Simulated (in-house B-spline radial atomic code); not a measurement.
Atomic self-consistent-field run: Er+ (with a hole in an inner shell). Method: Dirac-Hartree-Fock, average of the jj configuration, Fermi nucleus of rms radius 5.2516 fm. Calculated with a B-spline radial code for spherical atoms.

In the input, a minus or plus after the letter marks the j = l - 1/2 or j = l + 1/2 subshell.

Command:
```bash
python run_scf.py task.json out
```
Settings (nuclear radius in fm, mass in u):
```
Z                68
configuration    1s2 2s2 2p6 3s2 3p-1 3p+4 3d10 4s2 4p6 4d10 4f12 5s2 5p6 6s2
hamiltonian      dirac
method           hf
spin_polarised   False
nucleus          fermi
rms_radius       5.2516
atomic_mass      165.9303
speed_of_light   137.035999084
```

Output (hartree, bohr):
```
 radial grid: 81 intervals, B-splines of order 8, outer radius 60 bohr

 iter        energy (Eh)    residual
    1      -13015.725935    6.44e-01
    2      -13015.610818    4.41e-01
    3      -13018.204794    3.41e-02
    4      -13018.230075    1.38e-02
    5      -13018.230179    8.70e-03
    6      -13018.231295    2.69e-03
    7      -13018.231442    1.97e-04
    8      -13018.231443    5.26e-05
    9      -13018.231444    3.51e-06
   10      -13018.231444    4.11e-07

 total energy                    -13018.23144
 kinetic                           14352.3451
 electron-nucleus                 -32151.5110
 electron-electron                  4780.9344

 first-order corrections (not in the total)
   Gaunt                            14.0745
   retardation                      -1.4849
   frequency dependence             -0.2178
   self-energy                      10.1666
   Uehling                          -1.7422
   Wichmann-Kroll                    0.0607
   recoil                            0.0274

 orbital      occ     eigenvalue          <r>       <r^2>       <1/r>     <1/r^2>       <r^4>       r_max    small
 1s1/2      2.000     -2128.7268    0.0203651 0.000567656     77.5475     13974.3 8.64614e-07     0.01286  6.48e-02
 2s1/2      2.000      -364.3010    0.0857537  0.00874829      18.682     1822.01 0.000133121     0.07331  1.45e-02
 2p1/2      2.000      -346.2210     0.071574  0.00634925     18.5929     574.106 8.26075e-05      0.0552  1.45e-02
 2p3/2      4.000      -312.6090    0.0787109  0.00754232     16.1571     356.012 0.000111772     0.06133  1.33e-02
 3s1/2      2.000       -84.4902     0.223459   0.0572082     6.87427     403.377  0.00495174      0.2065  4.73e-03
 3p1/2      1.000       -77.1062     0.214333    0.053578     6.76465     128.658  0.00462819      0.1946  4.64e-03
 3p3/2      4.000       -69.6022     0.226682   0.0596185     6.15965     81.2426  0.00559272       0.207  4.34e-03
 3d3/2      4.000       -56.2615     0.199785    0.046908     6.03218     45.5194  0.00391822      0.1634  4.20e-03
 3d5/2      6.000       -54.9598      0.20396   0.0487433     5.87673      42.699  0.00419776      0.1671  4.10e-03
 4s1/2      2.000       -18.1998     0.504587    0.287443     2.86441     96.8845    0.120092      0.4713  1.50e-03
 4p1/2      2.000       -14.9412     0.513695    0.300856     2.77361     31.0069    0.135743      0.4747  1.45e-03
 4p3/2      4.000       -13.3269     0.542823    0.335225     2.54976      19.314    0.168225      0.4997  1.31e-03
 4d3/2      4.000        -8.0092     0.570272    0.377557     2.32841     9.83126    0.233094      0.5018  1.13e-03
 4d5/2      6.000        -7.7055     0.580726    0.391363     2.27621     9.21561    0.250473      0.5104  1.09e-03
 4f5/2      5.143        -1.2289     0.717202    0.656484     1.79113     4.14756     1.08929      0.4931  7.22e-04
 4f7/2      6.857        -1.1961     0.724701     0.67132     1.77428     4.06896      1.1466      0.4967  7.13e-04
 5s1/2      2.000        -2.8367      1.24657      1.7463     1.06066       15.25     4.52438       1.111  2.94e-04
 5p1/2      2.000        -1.8293      1.39093     2.19438    0.943485     4.27843     7.47498       1.207  2.39e-04
 5p3/2      4.000        -1.6104      1.48573     2.50486    0.870973     2.66075     9.79309       1.283  2.08e-04
 6s1/2      2.000        -0.4542      3.53645     14.0382    0.351829     1.56367     295.093       3.085  3.56e-05
```

Run time, properties included: 1.7 s on 1 thread of Arm Neoverse V1 (shared host).

For the Dirac Hamiltonian the kinetic term is c α·p + (β - 1)c².
